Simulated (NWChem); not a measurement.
System meant: CH3BrCuO, doublet; SMILES [Cu]([Br])[O]C

NWChem input:

```
start job
memory heap 200 mb stack 900 mb global 1100 mb
geometry units angstroms noautoz
  Cu     0.122000     0.405172    -0.086558
  Br     0.065665    -1.763137     0.336720
  O      0.195702     2.136242    -0.464509
  C     -0.534097     3.215685    -0.026182
  H     -1.304813     2.977196     0.729616
  H      0.150260     3.980706     0.392630
  H     -1.026462     3.704721    -0.891098
end
basis spherical
  * library def2-svp
end
dft
  odft
  mult 3
  xc pbe0
  iterations 150
  mulliken
end
task dft energy
```

End of the output:

```
                                 NWChem DFT Module
                                 -----------------

 Summary of "ao basis" -> "ao basis" (spherical)
 ------------------------------------------------------------------------------
       Tag                 Description            Shells   Functions and Types
 ---------------- ------------------------------  ------  ---------------------
 Cu                         def2-svp                11       31   5s3p2d1f
 Br                         def2-svp                12       32   5s4p3d
 O                          def2-svp                 6       14   3s2p1d
 C                          def2-svp                 6       14   3s2p1d
 H                          def2-svp                 3        5   2s1p

 Summary of "ao basis" -> "ao basis" (spherical)
 ------------------------------------------------------------------------------
       Tag                 Description            Shells   Functions and Types
 ---------------- ------------------------------  ------  ---------------------
 Cu                         def2-svp                11       31   5s3p2d1f
 Br                         def2-svp                12       32   5s4p3d
 O                          def2-svp                 6       14   3s2p1d
 C                          def2-svp                 6       14   3s2p1d
 H                          def2-svp                 3        5   2s1p

  number of electrons :                   81
  multiplicity        :                    3
 ------------------------------------------------------------------------
  no. of electrons and multiplicity not compatible                  81
 ------------------------------------------------------------------------
 ------------------------------------------------------------------------
  current input line :
    22: task dft energy
 ------------------------------------------------------------------------
 ------------------------------------------------------------------------
 There is an error in the input file
 ------------------------------------------------------------------------
 For more information see the NWChem manual at https://nwchemgit.github.io

0: no. of electrons and multiplicity not compatible:Received an Error in Communication
```

Task: Find the fault in this run and fix the input.

Result: The program refused the input. Cause: the multiplicity doesn't fit the number of electrons (an even count wants an odd multiplicity, and the reverse). This input runs:
```
start job
memory heap 200 mb stack 900 mb global 1100 mb
geometry units angstroms noautoz
  Cu     0.122000     0.405172    -0.086558
  Br     0.065665    -1.763137     0.336720
  O      0.195702     2.136242    -0.464509
  C     -0.534097     3.215685    -0.026182
  H     -1.304813     2.977196     0.729616
  H      0.150260     3.980706     0.392630
  H     -1.026462     3.704721    -0.891098
end
basis spherical
  Cu library def2-svp
  Br library def2-svp
  O library def2-svp
  C library def2-svp
  H library def2-svp
end
dft
  odft
  mult 2
  xc pbe0
  iterations 150
  mulliken
end
task dft energy
```
It converges to -4328.52668 Ha (PBE0/def2-SVP, spin-unrestricted).
